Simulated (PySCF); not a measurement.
F2H4OSi2.

```xyz
9

O     -1.5411    -0.9900     0.0000
Si     0.0001    -0.4216     0.0000
F      0.8059    -1.0052     1.2816
F      0.8059    -1.0052    -1.2816
Si    -0.0275     1.9053     0.0000
H     -1.6993    -1.9430     0.0000
H     -0.7341     2.3878    -1.2194
H      1.3742     2.4102     0.0000
H     -0.7341     2.3878     1.2194
```

Geometry: B3LYP-D3(BJ)/def2-SVP. The structure was generated by enumeration, and PubChem lists no compound with its InChIKey, so it may never have been made. The values are those of a single conformer.

Computed with PBE/pcSseg-1 in PySCF. Non-relativistic, no solvent.

Computed absolute GIAO shielding of each atom: isotropic value and principal components (ppm):
```json
[
 {"atom": "O1", "σ(iso)": "251.9", "σ11": "203.6", "σ22": "241.5", "σ33": "310.7", "span": "107.1"},
 {"atom": "Si2", "σ(iso)": "365.9", "σ11": "341.8", "σ22": "353.1", "σ33": "402.8", "span": "61.0"},
 {"atom": "F3", "σ(iso)": "269.3", "σ11": "204.7", "σ22": "237.2", "σ33": "366.0", "span": "161.3"},
 {"atom": "F4", "σ(iso)": "269.3", "σ11": "204.7", "σ22": "237.2", "σ33": "366.0", "span": "161.3"},
 {"atom": "Si5", "σ(iso)": "457.9", "σ11": "452.2", "σ22": "460.4", "σ33": "461.2", "span": "9.0"},
 {"atom": "H6", "σ(iso)": "28.5", "σ11": "21.4", "σ22": "22.1", "σ33": "41.9", "span": "20.5"},
 {"atom": "H7", "σ(iso)": "27.8", "σ11": "24.7", "σ22": "25.8", "σ33": "33.0", "span": "8.3"},
 {"atom": "H8", "σ(iso)": "27.9", "σ11": "24.7", "σ22": "25.8", "σ33": "33.1", "span": "8.4"},
 {"atom": "H9", "σ(iso)": "27.8", "σ11": "24.7", "σ22": "25.8", "σ33": "33.0", "span": "8.3"}
]
```
